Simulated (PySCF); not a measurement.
AsF₂, SMILES F[As]F, multiplicity 2.

Geometry optimised at B3LYP-D3(BJ)/def2-TZVP. The isomer is the one that the SMILES or the coordinates give; other isomers of the formula were not compared.

The numbers are results of TDA-ωB97X/def2-SVPD in PySCF, not measurements.

Vertical excitations. Isolated molecule, no solvent.

```tsv
state	energy (eV)	λ (nm)	f	main pairs
root 1	3.25	382	0.000	α HOMO→LUMO 98 %
root 2	4.12	301	0.003	α HOMO→LUMO+1 94 %
root 3	5.67	219	0.048	β HOMO→LUMO 95 %
root 4	6.78	183	0.085	α HOMO→LUMO+2 97 %
root 5	6.93	179	0.000	β HOMO−1→LUMO 99 %
root 6	7.11	174	0.001	α HOMO−1→LUMO 39 %, β HOMO→LUMO+1 52 %
root 7	7.29	170	0.001	β HOMO−2→LUMO 89 %
root 8	8.04	154	0.000	α HOMO−1→LUMO+1 38 %, β HOMO→LUMO+2 41 %, β HOMO−3→LUMO 13 %
root 9	8.13	153	0.002	β HOMO−3→LUMO 78 %, β HOMO→LUMO+2 15 %
root 10	8.21	151	0.003	β HOMO−4→LUMO 97 %
```
Unrestricted roots are not spin-pure.
